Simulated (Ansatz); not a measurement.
Reaction (ligand exchange at the Si–O bond): `C[SiH](O)[SiH](O)O` + H–F → `C[Si@H](O)[Si@H](O)F` + H₂O

Isolated molecules relaxed with PBE0-D4/def2-TZVP in Ansatz; ΔE leaves out vibrations. CCSD(T)/CBS adds triple-zeta CCSD(T) − MP2 to the extrapolated MP2 energy (def2 sets, frozen cores). This one scheme is used for every species. Functionals use def2-TZVPP. B3LYP here is the variant with VWN-RPA as its local correlation; programs differ in this. Each species was taken in one conformer, which may not be the lowest.

Q: Is it downhill or uphill in electronic energy at CCSD(T)/CBS, and by how much? (An estimate is asked.)

A: Ansatz gave: Downhill: ΔE = -0.46 eV.

Q: What do these levels give: r2SCAN-D4, PBE0-D4, B3LYP-D4, ωB97X-V, ωB97M-V, B2PLYP, PBE, MP2/def2-TZVPP, SCS-MP2/def2-TZVPP, HF/def2-QZVPP, MP2/def2-QZVPP, CCSD/CBS(def2)? (An estimate is asked.)

A: The calculation gave: r2SCAN-D4 -0.49, PBE0-D4 -0.45, B3LYP-D4 -0.48, ωB97X-V -0.48, ωB97M-V -0.47, B2PLYP -0.48, PBE -0.47, MP2/def2-TZVPP -0.42, SCS-MP2/def2-TZVPP -0.45, HF/def2-QZVPP -0.55, MP2/def2-QZVPP -0.44, CCSD/CBS(def2) -0.47 eV.

Largest T1 diagnostic among the species: 0.012.

In def2-TZVPP, CCSD(T) changes the Hartree–Fock value by +0.10 eV (the triples alone add +0.02 eV) and MP2 by +0.12 eV. The D4 term adds +0.03 eV with B3LYP and +0.02 eV with PBE0; it sums over pairs of atoms, weighted by their polarisabilities, and B3LYP, whose exchange is more repulsive, gets the larger term.
